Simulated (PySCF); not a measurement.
C6H11NO3.
SMILES with atom numbers: `[CH3:1][C:2](=[O:3])[O:4][CH2:5][C:6](=[O:7])[N:8]([CH3:9])[CH3:10]` (hydrogens: H11, H12, H13 on C1; H14, H15 on C5; H16, H17, H18 on C9; H19, H20, H21 on C10)

Geometry (PBE0-D3(BJ)/def2-SVP, Å), atoms numbered from 1 in this order:
```
atom  x, y, z in Å
C1     3.6587   -0.8102    0.2912
C2     2.3787   -0.0633    0.4906
O3     1.8364    0.1481    1.5412
O4     1.8779    0.3586   -0.6888
C5     0.5682    0.8542   -0.6325
C6    -0.4115   -0.3136   -0.4722
O7     0.0036   -1.4541   -0.4469
N8    -1.7330    0.0037   -0.3645
C9    -2.2609    1.3425   -0.3572
C10   -2.6874   -1.0574   -0.1564
H11    4.1870   -0.9056    1.2462
H12    4.2879   -0.3173   -0.4617
H13    3.4053   -1.8114   -0.0898
H14    0.4588    1.5614    0.2044
H15    0.3942    1.3812   -1.5819
H16   -2.6589    1.6136    0.6373
H17   -3.0857    1.4331   -1.0843
H18   -1.4994    2.0815   -0.6283
H19   -3.4522   -1.0586   -0.9516
H20   -3.1979   -0.9402    0.8151
H21   -2.1489   -2.0120   -0.1675
```

Computed, not measured: PBE0-D3(BJ)/def2-SVP geometry optimisation, gas phase (PySCF).

Take the most abundant isotopes and a rigid rotor. The values belong to one conformer with, in the numbering `[CH3:1][C:2](=[O:3])[O:4][CH2:5][C:6](=[O:7])[N:8]([CH3:9])[CH3:10]`, C1–C2–O4–C5 169°, C2–O4–C5–C6 -74°, O4–C5–C6–O7 -2°, C5–C6–N8–C9 -2°.

Question: Give the principal moments of inertia and the rotational constants in cm⁻¹.

Answer: Ia = 169.03, Ib = 685.92, Ic = 737.82 u·Å²; 505379 MHz·u·Å²/I gives 2990, 736.8 and 685.0 MHz, that is A = 0.09973, B = 0.02458, C = 0.02285 cm⁻¹.

Question: Classify the top.

Answer: A near-prolate asymmetric top: κ = (2 × 736.8 − 2990 − 685.0)/(2990 − 685.0) = -0.96.

Question: What does the inertial defect say?

Answer: Not planar: Δ = Ic − Ia − Ib = -117.13 u·Å². For a rigid frame Δ = −2 Σ m c², so Σ m c² = 58.56 u·Å² lies off the ab plane: 7.59 from hydrogen and 50.98 from heavier atoms. The atom farthest from that plane is 1.41 Å away.

Question: Which lines would a microwave search look for?

Answer: The dipole components are |μa| = 2.40 D, |μb| = 2.31 D, |μc| = 1.07 D. The squared components, which scale the intensities, stand as 1.00 : 0.93 : 0.20 (a : b : c). Some lines, for components of 0.1 D or more:

```
type  branch         J(Ka,Kc)   MHz  lower level (cm⁻¹)
   b       R  2(0,2) ← 1(1,1)   589               0.123
   a       R  1(0,1) ← 0(0,0)  1422               0.000
   c       Q  2(1,2) ← 2(0,2)  2202               0.142
   c       Q  1(1,1) ← 1(0,1)  2253               0.047
   b       Q  1(1,0) ← 1(0,1)  2305               0.047
   b       Q  2(1,1) ← 2(0,2)  2358               0.142
   a       R  2(1,2) ← 1(1,1)  2792               0.123
   a       R  2(0,2) ← 1(0,1)  2843               0.047
   a       R  2(1,1) ← 1(1,0)  2895               0.124
   b       R  1(1,1) ← 0(0,0)  3675               0.000
   c       R  1(1,0) ← 0(0,0)  3727               0.000
   b       R  2(1,2) ← 1(0,1)  5045               0.047
   c       R  2(1,1) ← 1(0,1)  5200               0.047
   c       Q  2(2,1) ← 2(1,1)  6759               0.221
   b       Q  2(2,0) ← 2(1,1)  6760               0.221
   b       Q  2(2,1) ← 2(1,2)  6915               0.216
   b       R  2(2,1) ← 1(1,0)  9655               0.124
   c       R  2(2,0) ← 1(1,0)  9656               0.124
   c       R  2(2,1) ← 1(1,1)  9707               0.123
   b       R  2(2,0) ← 1(1,1)  9707               0.123
```

Question: Estimate the classical rotational partition function at 10 K, 298.15 K and 500 K.

Answer: Point group C1, symmetry number σ = 1; q = (√π/σ)·√((kT/h)³/(ABC)), k/h = 20836.6 MHz/K: 4340 at 10 K, 707000 at 298.15 K, 1530000 at 500 K.

Not checked by PBE0-D3(BJ)/def2-SVP frequencies. Constants of a rigid frame at the computed geometry: no zero-point averaging, no centrifugal distortion. A rigid rotor knows nothing of internal rotation, which can split or shift real lines. Quadrupole hyperfine structure (14N) is left out.
